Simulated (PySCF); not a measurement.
C₃H₆OSi, SMILES [Si@@H](C)(C#C)O. Atoms are numbered in the order given.

```xyz
11

C      2.4136     0.8291     0.5114
C      1.2763     0.3931     0.4126
Si    -0.4355    -0.2718     0.2544
C     -1.5909     1.0482    -0.3557
O     -0.4691    -1.5020    -0.8719
H      3.4139     1.2158     0.5985
H     -0.8301    -0.7698     1.6074
H     -1.2588     1.4234    -1.3362
H     -2.6112     0.6481    -0.4663
H     -1.6255     1.8965     0.3457
H      0.1667    -2.2159    -0.7455
```

Coordinates come from a r2SCAN-D4/def2-SVP optimisation. The structure was generated by enumeration; whether it is a known compound was not checked. The values are those of a single conformer.

Calculation: PySCF with KT2/pcSseg-1.

GIAO shieldings, no solvent; atoms alike by connectivity are averaged. δ = σ(ref) − σ: ¹³C against TMS (σ = 185.1 ppm); ²⁹Si against TMS (σ = 361.9 ppm); ¹⁷O against H2O (σ = 330.4 ppm); ¹H against TMS (σ = 31.47 ppm), references at their B3LYP-D3(BJ)/def2-TZVP geometries, non-relativistic.

```tsv
nucleus	atoms	count	δ (ppm)
¹³C	C1	1	94.1
¹³C	C2	1	83.7
¹³C	C4	1	1.5
²⁹Si	Si3	1	-25.4
¹⁷O	O5	1	41.8
¹H	H7	1	5.51
¹H	H6	1	2.86
¹H	H11	1	1.18
¹H	H8, H9, H10	3	0.70
```
